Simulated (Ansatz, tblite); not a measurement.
Forces on (FSi)4CH26 adamantane (C6H12F4Si4) at its PBE0-D4/def2-SVP geometry. Total charge 0; singlet.

The xTB rows come from tblite.

GFN1-xTB (tblite), largest force 1.38 eV/Å:

```xyz
26
positions Å, forces eV/Å
Si    1.549    0.264   -1.029    1.137    0.194   -0.756
F     2.895    0.494   -1.924   -0.519   -0.089    0.345
C     2.018   -0.026    0.758    0.887   -0.011    0.333
Si    0.481   -0.290    1.792    0.353   -0.213    1.316
F     0.900   -0.543    3.350   -0.162    0.097   -0.601
C    -0.611    1.223    1.667   -0.269    0.538    0.733
Si   -1.096    1.521   -0.115   -0.804    1.117   -0.085
F    -2.048    2.843   -0.216    0.368   -0.510    0.039
C     0.450    1.775   -1.138    0.198    0.781   -0.500
C    -2.018    0.026   -0.758   -0.887    0.011   -0.333
Si   -0.934   -1.495   -0.647   -0.686   -1.098   -0.475
F    -1.746   -2.795   -1.210    0.313    0.502    0.217
C     0.610   -1.223   -1.667    0.269   -0.538   -0.733
C    -0.450   -1.775    1.138   -0.198   -0.780    0.500
H     2.583    0.841    1.142    0.157   -0.171    0.026
H     2.676   -0.909    0.834    0.139    0.167    0.086
H    -1.516    1.084    2.283    0.095    0.189    0.101
H    -0.076    2.105    2.061   -0.184   -0.009    0.144
H     0.176    1.964   -2.190    0.113    0.198    0.054
H     0.998    2.662   -0.775   -0.046    0.063   -0.221
H    -2.939   -0.127   -0.170   -0.088    0.033   -0.214
H    -2.320    0.195   -1.807   -0.208   -0.029    0.103
H     1.253   -2.120   -1.619   -0.044    0.012   -0.229
H     0.338   -1.068   -2.725    0.133   -0.192   -0.015
H    -1.354   -1.948    1.748    0.115   -0.201    0.032
H     0.180   -2.677    1.218   -0.182   -0.060    0.135
```

GFN2-xTB (tblite), largest force 1.03 eV/Å:

```
Si 0.298 0.051 -0.198
F -0.005 -0.001 0.003
C 0.967 -0.013 0.363
Si 0.093 -0.056 0.344
F -0.001 0.001 -0.005
C -0.293 0.586 0.799
Si -0.211 0.292 -0.022
F 0.003 -0.004 0.000
C 0.216 0.851 -0.545
C -0.967 0.013 -0.363
Si -0.179 -0.287 -0.124
F 0.003 0.004 0.002
C 0.292 -0.586 -0.799
C -0.216 -0.850 0.545
H -0.126 -0.465 -0.139
H -0.176 0.469 0.026
H 0.430 0.181 -0.184
H -0.338 -0.364 -0.065
H 0.185 0.053 0.463
H -0.253 -0.319 -0.293
H 0.316 0.084 -0.380
H -0.014 -0.088 0.493
H -0.290 0.372 -0.170
H 0.199 -0.189 0.420
H 0.443 -0.062 -0.226
H -0.375 0.327 0.056
```

PBE-D4/def2-TZVP (Ansatz), largest force 0.22 eV/Å:

```
Si 0.179 0.031 -0.119
F -0.160 -0.027 0.106
C 0.143 -0.002 0.054
Si 0.056 -0.034 0.207
F -0.050 0.030 -0.185
C -0.043 0.087 0.118
Si -0.127 0.176 -0.013
F 0.113 -0.157 0.012
C 0.032 0.126 -0.081
C -0.143 0.002 -0.054
Si -0.108 -0.173 -0.075
F 0.096 0.154 0.067
C 0.043 -0.087 -0.118
C -0.032 -0.126 0.080
H -0.021 -0.034 -0.014
H -0.024 0.035 -0.002
H 0.035 0.007 -0.023
H -0.022 -0.034 -0.014
H 0.011 -0.006 0.040
H -0.021 -0.033 -0.015
H 0.035 0.006 -0.024
H 0.010 -0.007 0.041
H -0.025 0.034 -0.003
H 0.011 -0.007 0.040
H 0.035 0.005 -0.023
H -0.025 0.034 -0.002
```
